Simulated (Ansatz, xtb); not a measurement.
# Two structures of CH6BGaS

Structure a: a singlet given by its coordinates. Structure b: `B[CH2][GaH][SH]`, a singlet. Both are isolated molecules in the gas phase, relaxed with B3LYP-D3(BJ)/def2-SVP; the shapes shown needn't be the lowest conformers.

a (Å):

```xyz
10

C    -1.5299    0.9852   -0.7641
B    -1.5038    0.6370    0.7808
Ga    0.3029    0.7269    1.9518
S     0.9962    1.2712    4.0427
H    -2.5901    1.0606   -1.0734
H    -1.0551    1.9445   -1.0216
H    -1.0810    0.1965   -1.3885
H    -1.7273    1.5437    1.6040
H    -1.8437   -0.4590    1.1891
H     2.1567    0.5923    3.8690
```

Close contacts (Å): C1–B2 1.58, B2–Ga3 2.15, Ga3–S4 2.27, C1–H5 1.11, C1–H6 1.10, C1–H7 1.10, B2–H8 1.24, B2–H9 1.22, Ga3–H8 2.22, S4–H10 1.36.

b (Å):

```xyz
10

C     0.0550   -2.6773    0.5495
B     0.7267   -1.3946    1.0291
Ga    0.9006   -2.9026   -1.2675
S     0.6631   -1.3053   -2.7851
H     0.2989   -3.6132    1.0722
H    -1.0164   -2.6086    0.2989
H     1.7750   -1.4299    1.6321
H     0.2694   -0.3120    0.7417
H     1.6856   -4.1804   -1.7102
H     0.0019   -0.4592   -1.9615
```

**Question.** Estimate E(b) − E(a) at the level CCSD(T)/def2-SVP + ΔMP2/def2-TZVPP.

**Answer.** Calculated at CCSD(T)/def2-SVP + ΔMP2/def2-TZVPP: E(b) − E(a) = −2.4 kcal/mol, so structure b lies lower.

The same difference at several levels:

| level | geometry | E(b) − E(a) (kcal/mol) | departure from the last row (kcal/mol) | job, with rough time for the two |
| --- | --- | --- | --- | --- |
| B3LYP-D3(BJ)/def2-SVP | B3LYP-D3(BJ)/def2-SVP | +2.8 | +5.2 | optimisation, 3.9 min |
| HF/def2-SVP | B3LYP-D3(BJ)/def2-SVP | −11.3 | −8.9 | part of the CCSD(T) run |
| MP2/def2-SVP | B3LYP-D3(BJ)/def2-SVP | −5.2 | −2.7 | part of the CCSD(T) run |
| CCSD(T)/def2-SVP | B3LYP-D3(BJ)/def2-SVP | −2.8 | −0.4 | single point |
| CCSD(T)/def2-SVP + ΔMP2/def2-TZVPP | B3LYP-D3(BJ)/def2-SVP | −2.4 |  | single point, 56 s |

B3LYP-D3(BJ)/def2-SVP puts the two in the other order. The largest departure from CCSD(T)/def2-SVP + ΔMP2/def2-TZVPP is that of HF/def2-SVP, 8.9 kcal/mol. Levels run at GFN2-xTB geometries aren't shown. The last row adds to CCSD(T) the change of the MP2 difference between the two basis sets, here +0.4 kcal/mol.

With harmonic frequencies from B3LYP-D3(BJ)/def2-SVP (ideal gas, rigid rotor, one conformer each, 298.15 K, 1 atm): on the last row, ΔE + ΔZPE = −4.1 kcal/mol. A mode under 50 cm⁻¹ makes harmonic enthalpies and free energies unreliable, so none is given.

The correlated steps freeze 16 core orbitals; the filled d shell of Ga is correlated, in a basis made for valence electrons. Codes used: Ansatz 0.2.0; the last row on 2 threads of Arm Neoverse N1 on a shared host.
